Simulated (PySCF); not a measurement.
SiCl₂FI, SMILES I[Si](Cl)(F)Cl.

Geometry optimised at PBE0-D3(BJ)/def2-SVP. This is a generated structure with no PubChem entry under its InChIKey; it may be hypothetical. The def2 effective core potentials stand for the cores of I; spin–orbit coupling is left out.

Level of theory: r2SCAN/def2-TZVP in PySCF.

Symmetry labels are those of the subgroup Cs that the program uses (full group Cs).

Computed valence orbital energies around the gap with their symmetry:
```csv
orbital,symmetry,energy (eV)
HOMO−7,A",-10.71
HOMO−6,A',-10.17
HOMO−5,A',-9.48
HOMO−4,A",-9.08
HOMO−3,A',-8.94
HOMO−2,A",-8.75
HOMO−1,A',-7.56
HOMO,A",-7.50
LUMO,A',-1.97
LUMO+1,A',-0.43
LUMO+2,A",-0.02
LUMO+3,A',0.31
```
